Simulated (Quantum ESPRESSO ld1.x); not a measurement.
Xe5+, 49 electrons, occupied as [Kr] 4d10 5s2 5p1 (the NIST ground configuration). All-electron calculation, Dirac Kohn-Sham, PBE, spin-unpolarised, spherical densities, point nucleus; open shells fill j = l - 1/2 first. Program: ld1.x of Quantum ESPRESSO 7.5.

Unscreened Slater integrals over Kohn-Sham orbitals (cm^-1). Large and small components are both included. Empty in this configuration: 4f5/2, 4f7/2, 5p3/2, 6s1/2.

F0(6s1/2,6s1/2): 60384
F0(6s1/2,4f7/2): 75103
G3(6s1/2,4f7/2): 6876.3
F0(6s1/2,4f5/2): 75164
G3(6s1/2,4f5/2): 6826.6
F0(6s1/2,5p3/2): 71543
G1(6s1/2,5p3/2): 7900.2
F0(6s1/2,5p1/2): 71987
G1(6s1/2,5p1/2): 7437.1
F0(4f7/2,4f7/2): 139220
F2(4f7/2,4f7/2): 63905
F4(4f7/2,4f7/2): 39628
F6(4f7/2,4f7/2): 28375
F0(4f7/2,4f5/2): 139610
F2(4f7/2,4f5/2): 64066
F4(4f7/2,4f5/2): 39724
G2(4f7/2,4f5/2): 64017
G4(4f7/2,4f5/2): 39695
G6(4f7/2,4f5/2): 28423
F0(4f7/2,5p3/2): 114640
F2(4f7/2,5p3/2): 49936
G2(4f7/2,5p3/2): 35149
G4(4f7/2,5p3/2): 25863
F0(4f7/2,5p1/2): 117090
G4(4f7/2,5p1/2): 27253
F0(4f5/2,4f5/2): 140000
F2(4f5/2,4f5/2): 64230
F4(4f5/2,4f5/2): 39823
F0(4f5/2,5p3/2): 114820
F2(4f5/2,5p3/2): 49856
G2(4f5/2,5p3/2): 34946
G4(4f5/2,5p3/2): 25736
F0(4f5/2,5p1/2): 117280
G2(4f5/2,5p1/2): 37113
F0(5p3/2,5p3/2): 103910
F2(5p3/2,5p3/2): 56820
F0(5p3/2,5p1/2): 105470
G2(5p3/2,5p1/2): 57407
F0(5p1/2,5p1/2): 107140
